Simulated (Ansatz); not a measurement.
Method: B3LYP-D3(BJ)/def2-TZVP (Ansatz, a program for electronic structure). No frequencies were computed at this level.

Ansatz 0.2 input:
```yaml
crystal:
  periodic: [false, false, false]
  atoms:
    - { symbol: C, position_ang: [1.507964, 0.099568, -0.583815] }
    - { symbol: C, position_ang: [0.321882, 0.028613, -0.403705] }
    - { symbol: C, position_ang: [-1.091074, -0.054379, -0.196184] }
    - { symbol: O, position_ang: [-1.827299, 0.87706, -0.018615] }
    - { symbol: H, position_ang: [2.546151, 0.150411, -0.739731] }
    - { symbol: H, position_ang: [-1.457632, -1.101277, -0.216852] }
basis:
  gaussian: { orbitals: def2-tzvp }
hamiltonian:
  xc: b3lyp
  dispersion: d3bj
relax:
  max_steps: 150
```

Output:

```
Functional definition: B3LYP
779 factors; their error is unknown
mean field evaluation 1: about -5184.1463 eV, gradient 5.4e1 eV
mean field evaluation 2: about -5179.2183 eV, gradient 7.5e1 eV
mean field evaluation 4: about -5189.9764 eV, gradient 3.5e0 eV
mean field evaluation 8: about -5190.0051 eV, gradient 1.8e-1 eV
mean field evaluation 16: about -5190.0064 eV, gradient 5.9e-5 eV
mean field -5190.00640048 eV, -190.7292173049 hartree, gradient 5.9e-5 eV, S^2 0.000000; 0 other end points of the search recorded, 0 dependent functions left out
reference -5190.00662346 eV, -190.7292254995 hartree; 14, 14 occupied and 122, 122 virtual orbitals, 779 factors
relax step   1: F+E_penalty+E_count = -5190.16073637 eV  Δ(F+E_penalty+E_count) = +0.000e0 eV  max|allowed force component| = 8.472e-1 eV/Å  Δτ_max = 0.0000 Å  (28 SCF iters, accepted)
these checks for a lower state are left out or cut short: starts, cluster_reference, orbital_swaps, neighbouring_geometries, increment
779 factors; their error is unknown
mean field -5190.01853621 eV, -190.7296632846 hartree, gradient 1.2e-5 eV, S^2 0.000000; 0 other end points of the search recorded, 0 dependent functions left out
reference -5190.01875927 eV, -190.7296714820 hartree; 14, 14 occupied and 122, 122 virtual orbitals, 779 factors
relax step   2: F+E_penalty+E_count = -5190.17252782 eV  Δ(F+E_penalty+E_count) = -1.179e-2 eV  max|allowed force component| = 3.808e-1 eV/Å  Δτ_max = 0.0192 Å  (34 SCF iters, accepted)
these checks for a lower state are left out or cut short: starts, cluster_reference, orbital_swaps, neighbouring_geometries, increment
779 factors; their error is unknown
mean field -5189.98709272 eV, -190.7285077579 hartree, gradient 1.9e-5 eV, S^2 0.000000; 0 other end points of the search recorded, 0 dependent functions left out
reference -5189.98731581 eV, -190.7285159563 hartree; 14, 14 occupied and 122, 122 virtual orbitals, 779 factors
relax step   3: F+E_penalty+E_count = -5190.14058127 eV  Δ(F+E_penalty+E_count) = +3.195e-2 eV  max|allowed force component| = 9.424e-1 eV/Å  Δτ_max = 0.0569 Å  (33 SCF iters, rejected (line search))
these checks for a lower state are left out or cut short: starts, cluster_reference, orbital_swaps, neighbouring_geometries, increment
779 factors; their error is unknown
mean field evaluation 32: about -5190.0172 eV, gradient 1.5e0 eV
mean field -5190.02169235 eV, -190.7297792709 hartree, gradient 1.2e-5 eV, S^2 0.000000; 0 other end points of the search recorded, 0 dependent functions left out
reference -5190.02191521 eV, -190.7297874607 hartree; 14, 14 occupied and 122, 122 virtual orbitals, 779 factors
relax step   4: F+E_penalty+E_count = -5190.17564049 eV  Δ(F+E_penalty+E_count) = -3.113e-3 eV  max|allowed force component| = 1.399e-1 eV/Å  Δτ_max = 0.0089 Å  (34 SCF iters, accepted)
these checks for a lower state are left out or cut short: starts, cluster_reference, orbital_swaps, neighbouring_geometries, increment
779 factors; their error is unknown
mean field -5190.02240039 eV, -190.7298052909 hartree, gradient 1.3e-5 eV, S^2 0.000000; 0 other end points of the search recorded, 0 dependent functions left out
reference -5190.02262331 eV, -190.7298134828 hartree; 14, 14 occupied and 122, 122 virtual orbitals, 779 factors
relax step   5: F+E_penalty+E_count = -5190.17626660 eV  Δ(F+E_penalty+E_count) = -6.261e-4 eV  max|allowed force component| = 6.404e-2 eV/Å  Δτ_max = 0.0039 Å  (34 SCF iters, accepted)
these checks for a lower state are left out or cut short: starts, cluster_reference, orbital_swaps, neighbouring_geometries, increment
779 factors; their error is unknown
mean field -5190.02247543 eV, -190.7298080485 hartree, gradient 1.3e-5 eV, S^2 0.000000; 0 other end points of the search recorded, 0 dependent functions left out
reference -5190.02269836 eV, -190.7298162411 hartree; 14, 14 occupied and 122, 122 virtual orbitals, 779 factors
relax step   6: F+E_penalty+E_count = -5190.17632366 eV  Δ(F+E_penalty+E_count) = -5.706e-5 eV  max|allowed force component| = 6.108e-2 eV/Å  Δτ_max = 0.0007 Å  (34 SCF iters, accepted)
these checks for a lower state are left out or cut short: starts, cluster_reference, orbital_swaps, neighbouring_geometries, increment
779 factors; their error is unknown
mean field -5190.02302742 eV, -190.7298283337 hartree, gradient 1.2e-5 eV, S^2 0.000000; 0 other end points of the search recorded, 0 dependent functions left out
reference -5190.02325060 eV, -190.7298365354 hartree; 14, 14 occupied and 122, 122 virtual orbitals, 779 factors
relax step   7: F+E_penalty+E_count = -5190.17684149 eV  Δ(F+E_penalty+E_count) = -5.178e-4 eV  max|allowed force component| = 7.967e-2 eV/Å  Δτ_max = 0.0101 Å  (33 SCF iters, accepted)
these checks for a lower state are left out or cut short: starts, cluster_reference, orbital_swaps, neighbouring_geometries, increment
779 factors; their error is unknown
mean field evaluation 64: about -5190.0230 eV, gradient 6.8e-3 eV
mean field -5190.02303908 eV, -190.7298287621 hartree, gradient 1.3e-5 eV, S^2 0.000000; 0 other end points of the search recorded, 0 dependent functions left out
reference -5190.02326225 eV, -190.7298369636 hartree; 14, 14 occupied and 122, 122 virtual orbitals, 779 factors
relax step   8: F+E_penalty+E_count = -5190.17688018 eV  Δ(F+E_penalty+E_count) = -3.869e-5 eV  max|allowed force component| = 1.031e-2 eV/Å  Δτ_max = 0.0009 Å  (34 SCF iters, accepted)
these checks for a lower state are left out or cut short: starts, cluster_reference, orbital_swaps, neighbouring_geometries, increment
779 factors; their error is unknown
mean field -5190.02304530 eV, -190.7298289908 hartree, gradient 1.3e-5 eV, S^2 0.000000; 0 other end points of the search recorded, 0 dependent functions left out
reference -5190.02326847 eV, -190.7298371921 hartree; 14, 14 occupied and 122, 122 virtual orbitals, 779 factors
relax step   9: F+E_penalty+E_count = -5190.17688198 eV  Δ(F+E_penalty+E_count) = -1.803e-6 eV  max|allowed force component| = 2.208e-3 eV/Å  Δτ_max = 0.0003 Å  (34 SCF iters, accepted)
779 factors; their error is unknown
mean field evaluation 96: about -5190.0230 eV, gradient 6.2e-5 eV
mean field -5190.02304530 eV, -190.7298289908 hartree, gradient 1.2e-5 eV, S^2 0.000000; 1 other end points of the search recorded, 0 dependent functions left out
reference -5190.02326847 eV, -190.7298371921 hartree; 14, 14 occupied and 122, 122 virtual orbitals, 779 factors
Total energy: -5190.17710515 eV, -190.7354905860 hartree
Atom 0 at     1.514791     0.093362    -0.584777 Å, force     0.000980    -0.000062    -0.000156 eV/Å
Atom 1 at     0.327343     0.048686    -0.406393 Å, force    -0.002208     0.000063     0.000333 eV/Å
Atom 2 at    -1.097348    -0.066737    -0.196786 Å, force     0.001497    -0.000604    -0.000267 eV/Å
Atom 3 at    -1.830324     0.874630    -0.017565 Å, force    -0.000245     0.000925     0.000104 eV/Å
Atom 4 at     2.565022     0.153347    -0.741089 Å, force     0.000068     0.000101     0.000002 eV/Å
Atom 5 at    -1.479493    -1.103291    -0.212292 Å, force    -0.000091    -0.000423    -0.000016 eV/Å
Dipole moment:     0.477423    -0.374902    -0.099743 e Å
```

Cost: roughly 23 core-seconds.
